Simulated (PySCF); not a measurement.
# TaB from Hartree–Fock to correlated methods

State: ⁷Σ⁺ (septet), unpaired electrons σ ↑↑, π ↑↑, δ ↑↑. Set-up: Ta def2-TZVPP with ECP60, B def2-TZVPP; scalar-relativistic core potentials (PySCF 2.14). De refers to Ta (5d3 6s2) + B in their high-spin ground configurations, without counterpoise correction. The functionals are run spin-unrestricted. A positive dipole means Ta(−)B(+).

```json
{"Level": "UHF", "Re (Å)": "2.087", "ωe (cm⁻¹)": "699", "De (eV)": "n/a", "μ (D)": "-4.71"}
{"Level": "UHF-MP2", "Re (Å)": "2.067", "ωe (cm⁻¹)": "705", "De (eV)": "n/a", "μ (D)": "n/a"}
{"Level": "UHF-SCS-MP2", "Re (Å)": "2.054", "ωe (cm⁻¹)": "739", "De (eV)": "n/a", "μ (D)": "n/a"}
{"Level": "UHF-CCSD", "Re (Å)": "2.088", "ωe (cm⁻¹)": "675", "De (eV)": "2.33", "μ (D)": "n/a"}
{"Level": "UHF-CCSD(T)", "Re (Å)": "2.096", "ωe (cm⁻¹)": "665", "De (eV)": "2.50", "μ (D)": "n/a"}
{"Level": "LDA", "Re (Å)": "2.083", "ωe (cm⁻¹)": "666", "De (eV)": "n/a", "μ (D)": "-2.50"}
{"Level": "PBE", "Re (Å)": "2.106", "ωe (cm⁻¹)": "642", "De (eV)": "n/a", "μ (D)": "-2.66"}
{"Level": "revPBE", "Re (Å)": "2.115", "ωe (cm⁻¹)": "632", "De (eV)": "n/a", "μ (D)": "-2.70"}
{"Level": "r²SCAN", "Re (Å)": "2.101", "ωe (cm⁻¹)": "654", "De (eV)": "n/a", "μ (D)": "-3.05"}
{"Level": "PBE0", "Re (Å)": "2.086", "ωe (cm⁻¹)": "672", "De (eV)": "n/a", "μ (D)": "-3.12"}
{"Level": "r²SCAN0", "Re (Å)": "2.084", "ωe (cm⁻¹)": "678", "De (eV)": "n/a", "μ (D)": "-3.36"}
{"Level": "M06-2X", "Re (Å)": "2.060", "ωe (cm⁻¹)": "702", "De (eV)": "n/a", "μ (D)": "-3.11"}
{"Level": "CAM-B3LYP", "Re (Å)": "2.077", "ωe (cm⁻¹)": "688", "De (eV)": "n/a", "μ (D)": "-3.41"}
```

The bond length runs from 2.054 Å (UHF-SCS-MP2) to 2.115 Å (revPBE).

Correlated steps freeze 1 core orbital. De is left out where the level can put another filling of the metal’s s and d shells below the measured ground configuration, by anything from nothing to about 1 eV. Spin–orbit coupling is left out, which matters for elements this heavy, above all for dissociation energies. With d or f electrons several states lie close, and the lowest PBE0 determinant need not be the measured ground state.
